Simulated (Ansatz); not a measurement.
Input file for C2H5FOSi, SMILES `FC1OC[SiH2]1`:

```yaml
crystal:
  periodic: [false, false, false]
  atoms:
    - {symbol: F, position_ang: [-2.094784, 0.233905, -0.406487]}
    - {symbol: C, position_ang: [-1.070290, 0.128093, 0.523369]}
    - {symbol: O, position_ang: [-0.480126, -1.138987, 0.457877]}
    - {symbol: C, position_ang: [0.684225, -0.952688, -0.389907]}
    - {symbol: Si, position_ang: [0.563188, 0.914469, -0.084960]}
    - {symbol: H, position_ang: [-1.524289, 0.279332, 1.504361]}
    - {symbol: H, position_ang: [0.484906, -1.299638, -1.407437]}
    - {symbol: H, position_ang: [1.530202, -1.504735, 0.020927]}
    - {symbol: H, position_ang: [1.449480, 1.410103, 0.999393]}
    - {symbol: H, position_ang: [0.540590, 1.878946, -1.214236]}
basis:
  gaussian: {orbitals: def2-TZVPP}
correlation: {method: ccsd_t}
```

```sh
$ ansatz run in.yaml --threads 4 --pin off --events-out ev --progress --plain --max-ram 10444MiB
```

Output of Ansatz, abridged:

```
Functional definition: HF
1427 factors; integrals over basis functions are off by at most 9.1e-4 eV
mean field evaluation 1: about -14743.6898 eV, gradient 3.5e1 eV
mean field evaluation 2: about -14744.0238 eV, gradient 3.5e1 eV
mean field evaluation 4: about -14746.9481 eV, gradient 4.4e0 eV
mean field evaluation 8: about -14747.0112 eV, gradient 3.4e-1 eV
mean field -14747.01163230 eV, -541.9426816035 hartree, gradient 2.9e-6 eV, S^2 0.000000; 0 other end points of the search recorded, 0 dependent functions left out
9 core orbitals not correlated: weight in the atoms' cores, before any rotation towards them, 1.000 or more for the frozen orbitals, at most 0.000 for the correlated occupied ones
reference -14747.01163230 eV, -541.9426816035 hartree; 15, 15 occupied and 212, 212 virtual orbitals, 1427 factors
second order -25.43784757 eV of doubles, -0.00000000 eV of singles
cycle   1  -25.57943668 eV  change   -1.4e-1 eV  update   1.1e-1
cycle   2  -26.21754970 eV  change   -6.4e-1 eV  update   3.4e-2
cycle   3  -26.36836877 eV  change   -1.5e-1 eV  update   1.8e-2
cycle   4  -26.35244467 eV  change    1.6e-2 eV  update   4.4e-3
cycle   5  -26.35103377 eV  change    1.4e-3 eV  update   2.3e-3
cycle   6  -26.35251379 eV  change   -1.5e-3 eV  update   7.2e-4
cycle   7  -26.35216765 eV  change    3.5e-4 eV  update   2.9e-4
cycle   8  -26.35200892 eV  change    1.6e-4 eV  update   9.3e-5
cycle   9  -26.35205135 eV  change   -4.2e-5 eV  update   3.4e-5
cycle  10  -26.35206634 eV  change   -1.5e-5 eV  update   1.3e-5
perturbative correction -1.01248186 eV, -0.0372080222 hartree
Total energy: -14774.37618051 eV, -542.9483102017 hartree
```

Run time 95 s (4 threads of an AMD EPYC 7R43 on a shared host); peak host memory 4.5 GiB.

Correlation energy per correlated electron: -0.912 eV. T1 diagnostic: 0.0132.
